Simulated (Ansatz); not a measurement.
`CS[Si]N` → `SC1N[SiH2]1`  (isomerisation)

Calculated with Ansatz (gas phase, PBE0-D4/def2-TZVP geometries, no zero-point term in ΔE). CCSD(T)/CBS adds triple-zeta CCSD(T) − MP2 to the extrapolated MP2 energy (def2 sets, frozen cores). DFT in def2-TZVPP. Each species was taken in one conformer, which may not be the lowest.

Q: Is it downhill or uphill in electronic energy at CCSD(T)/CBS, and by how much? (An estimate is asked.)

A: Computed: Uphill: ΔE = +2.09 eV.

Q: What do these levels give: PBE-D4, PBE0-D4, CAM-B3LYP-D4, PBE-QIDH, LC-ωPBE, HF/def2-TZVPP? (Estimate.)

A: The calculation gave: PBE-D4 2.05, PBE0-D4 2.04, CAM-B3LYP-D4 2.09, PBE-QIDH 2.01, LC-ωPBE 1.89, HF/def2-TZVPP 2.19 eV.

Largest T1 diagnostic among the species: 0.013.

In def2-TZVPP, CCSD(T) changes the Hartree–Fock value by −0.12 eV (the triples alone add −0.02 eV) and MP2 by −0.18 eV. At CCSD(T), def2-SVP lies −0.05 eV from the extrapolated value and def2-TZVPP −0.01 eV.
